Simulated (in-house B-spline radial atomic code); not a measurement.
A fraction x of an electron is removed from 4d in Sn2+, starting from [Kr] 4d10 5s2 and keeping the highest spin. Level of theory: scalar-relativistic (X2C) OLYP, spin-polarised, spherical fractional occupations, Fermi nucleus of rms radius 4.6519 fm; calculated with an all-electron radial atomic-structure program (B-spline basis).

```json
{"x": "0", "E(x) - E(0) (eV)": "0.0000", "4d down level (eV)": "-43.473"}
{"x": "0.04", "E(x) - E(0) (eV)": "1.7518", "4d down level (eV)": "-44.116"}
{"x": "0.17", "E(x) - E(0) (eV)": "?", "4d down level (eV)": "?"}
{"x": "0.34", "E(x) - E(0) (eV)": "15.7172", "4d down level (eV)": "-49.006"}
{"x": "0.39", "E(x) - E(0) (eV)": "18.1882", "4d down level (eV)": "-49.832"}
{"x": "0.5", "E(x) - E(0) (eV)": "23.7702", "4d down level (eV)": "-51.661"}
{"x": "0.59", "E(x) - E(0) (eV)": "?", "4d down level (eV)": "?"}
{"x": "0.68", "E(x) - E(0) (eV)": "33.3408", "4d down level (eV)": "-54.685"}
{"x": "0.82", "E(x) - E(0) (eV)": "41.1630", "4d down level (eV)": "-57.064"}
{"x": "0.94", "E(x) - E(0) (eV)": "48.1339", "4d down level (eV)": "-59.121"}
{"x": "1", "E(x) - E(0) (eV)": "51.7122", "4d down level (eV)": "-60.156"}
```

Q: What belongs in the row x = 0.17?

A: An energy change of 7.6234 eV; 4d down at -46.221 eV.

Q: What belongs in the row x = 0.59?

A: An energy change of 28.4874 eV; 4d down at -53.168 eV.

Q: Check Janak's theorem between x = 0.34 and 0.39.

A: The slope of the energy is 49.42 eV; the orbital levels give 49.42 eV (-ε of the emptying orbital, averaged over the two points).
